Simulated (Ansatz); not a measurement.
The same isomerisation along the group B, Al, Ga.

Isolated molecules relaxed with PBE0-D4/def2-TZVP in Ansatz; ΔE leaves out vibrations. CCSD(T)/CBS adds triple-zeta CCSD(T) − MP2 to the extrapolated MP2 energy (def2 sets, frozen cores). Functionals use def2-TZVPP. For Ga outer-core shells are correlated without core-valence functions, which leaves a few kJ/mol of doubt a bond. Scalar relativity is left out up to krypton. Each species was taken in one conformer, which may not be the lowest.

```csv
reaction,B97M-V (kJ/mol),ωB97M-V (kJ/mol),CCSD(T)/CBS(def2) (kJ/mol)
`BNCC` → `CB(C)N`,-122,-112,-110
`CC[NH][AlH2]` → `[CH3][Al]([CH3])[NH2]`,-106,-122,-122
`CC[NH][GaH2]` → `[CH3][Ga]([CH3])[NH2]`,-78,-96,-105
```

Largest T1 diagnostic: 0.014, for `CC[NH][GaH2]`.
